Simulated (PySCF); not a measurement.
Two species compared at the same levels of theory.

First species: C₇H₇FO.
Z-matrix (Å and degrees, GFN2-xTB geometry), rows numbered from 1:
```
O 
C   1  1.4129
C   2  1.5090  1  111.96
C   3  1.3893  2  120.84  1    91.68
C   4  1.3831  3  120.75  2  -177.57
C   5  1.3827  4  118.73  3     0.33
F   6  1.3492  5  119.11  4   179.96
C   6  1.3826  5  121.88  4    -0.02
C   8  1.3829  6  118.57  5    -0.03
H   1  0.9639  2  108.76  3    55.64
H   2  1.0920  1  105.29  3   120.37
H   2  1.1005  1  110.20  3  -122.57
H   4  1.0792  3  119.54  2     2.35
H   5  1.0783  4  121.52  3  -179.66
H   8  1.0784  6  119.91  5  -179.93
H   9  1.0810  3  119.76  2    -2.92
```

Second species: 1-chloropropane, C₃H₇Cl.
Z-matrix (Å and degrees, GFN2-xTB geometry), rows numbered from 1:
```
C 
C   1  1.5247
C   2  1.5193  1  110.66
Cl  3  1.7850  2  110.74  1  -180.00
H   1  1.0876  2  110.62  3   -59.96
H   1  1.0867  2  110.17  3  -179.86
H   1  1.0876  2  110.61  3    60.25
H   2  1.0914  1  109.81  3   120.77
H   2  1.0913  1  109.83  3  -120.74
H   3  1.0902  2  111.34  1    61.37
H   3  1.0903  2  111.38  1   -61.34
```

Levels: CAM-B3LYP/def2-SVPD for dipole moment, HOMO energy, LUMO energy, HOMO–LUMO gap, static isotropic polarisability and electronic spatial extent ⟨r²⟩ about the centre of nuclear charge; TDDFT CAM-B3LYP/def2-SVPD for lowest singlet excitation; TDA CAM-B3LYP/def2-SVPD for lowest triplet excitation (Tamm–Dancoff); GFN2-xTB for rotational constant A and rotational constant C. Geometries: GFN2-xTB. Each structure is a single optimised conformer of the isolated species, non-relativistic unless stated; the electronic structure was computed with PySCF and density fitting.

The conformers computed, where there is a choice (atom-mapped SMILES and torsion angles):
- `[OH:1][CH2:2][c:3]1[cH:4][cH:5][c:6]([F:7])[cH:8][cH:9]1`: O1–C2–C3–C4 92°, H–O1–C2–C3 56°
- `[CH3:1][CH2:2][CH2:3][Cl:4]`: C1–C2–C3–Cl4 180°

```
                                                         property    column X    column Y
                                                    dipole moment      1.23 D      2.25 D
                                                      HOMO energy    -8.56 eV    -9.77 eV
                                                      LUMO energy     0.33 eV     1.16 eV
                                                    HOMO–LUMO gap     8.89 eV    10.93 eV
                                        lowest singlet excitation     5.41 eV     7.45 eV
                         lowest triplet excitation (Tamm–Dancoff)     4.12 eV     6.77 eV
                                  static isotropic polarisability     84.0 au     52.9 au
electronic spatial extent ⟨r²⟩ about the centre of nuclear charge  1328 bohr²   539 bohr²
                                            rotational constant A   4.596 GHz  25.846 GHz
                                            rotational constant C   0.826 GHz   2.296 GHz
```

(1) Which column belongs to which species?

(2) How does each property change from the first species to the second?

## Answers

(1) Column X is the first species and column Y the second. The first has 16 atoms and 66 electrons, the second 11 and 42.

(2) dipole moment +1.02 D; HOMO energy -1.21 eV; LUMO energy +0.83 eV; HOMO–LUMO gap +2.04 eV; lowest singlet excitation +2.04 eV; lowest triplet excitation (Tamm–Dancoff) +2.65 eV; static isotropic polarisability -31.1 au; electronic spatial extent ⟨r²⟩ about the centre of nuclear charge -789 bohr²; rotational constant A +21.250 GHz; rotational constant C +1.470 GHz.

On the first: The vertical singlet–triplet gap S1 − T1 is 1.29 eV (TDDFT singlet less Tamm–Dancoff triplet; S1: HOMO→LUMO, weight 0.69; T1: HOMO→LUMO+1, weight 0.56, beside HOMO−1→LUMO, weight 0.35). The polarisability is 12.44 Å³ as a volume (1 au = 0.148185 Å³), or 1.27 au for each of the 66 electrons.

On the second: A dipole of 2.25 D is allowed in Cs, and pure rotational transitions are dipole-allowed. No computed singlet falls in the visible range (750 to 380 nm, 1.65 to 3.26 eV); S1 lies 4.19 eV above its blue end.
